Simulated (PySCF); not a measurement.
TDDFT excited states: C6H5FO2

Compound: C6H5FO2.
SMILES: `CC1=CC=C(C(=O)F)O1`

Computed, not measured: PySCF 2.14.0, density-fitted response routines, TDDFT CAM-B3LYP/def2-SVPD, vertical, gas phase, core orbitals frozen in the response. One conformer (not necessarily the lowest) at the GFN2-xTB geometry, without solvent, vibrations or thermal averaging. Torsions of this conformer, `[CH3:1][c:2]1[cH:3][cH:4][c:5]([C:6](=[O:7])[F:8])[o:9]1`: C4–C5–C6–O7 180°.

| state | E (eV) | E (kJ/mol) | λ (nm) | f | main configurations (H = HOMO, L = LUMO) |
| --- | --- | --- | --- | --- | --- |
| S1 | 5.08 | 490 | 244.1 | 0.414 | H→L (97%) |
| S2 | 5.54 | 535 | 223.8 | 0.0001 | H-2→L (91%) |
| S3 | 6.42 | 619 | 193.1 | 0.032 | H-1→L (83%), H→L+3 (14%) |
| S4 | 6.72 | 648 | 184.5 | 0.0001 | H→L+1 (90%) |
| S5 | 7.42 | 716 | 167.2 | 0.275 | H→L+3 (81%), H-1→L (13%) |
| S6 | 7.54 | 728 | 164.3 | 0.0051 | H→L+2 (88%) |
| S7 | 7.84 | 756 | 158.2 | 0.0095 | H→L+4 (85%) |
| S8 | 8.02 | 774 | 154.6 | 0.0008 | H-4→L (76%), H-5→L (9%), H-6→L (8%) |

Triplets (Tamm–Dancoff): T1 3.22 eV, H→L (93%); T2 5.00 eV, H-1→L (77%), H→L+3 (16%); T3 5.09 eV, H-2→L (88%).

The lowest singlet comes at 244 nm (490 kJ/mol) in the ultraviolet; it is strong; its leading configuration is HOMO→LUMO (97%). The lowest level is also the most intense of those listed (f = 0.414). Löwdin shares by element: HOMO carbon 72% or more (atoms not listed hold the other 29%); LUMO carbon 48% or more, oxygen 16% or more (atoms not listed hold the other 36%). Of the 8 states listed, 3 reach f = 0.01 and 2 stay under 0.0005. The listed states span 2.94 eV, and the widest gap between neighbours is 0.88 eV (S2 to S3). The oscillator strengths of these states sum to 0.736; summed over the whole spectrum of an exact calculation they would give the number of electrons, 66 (Thomas–Reiche–Kuhn). The window holds the lowest 8 singlets.
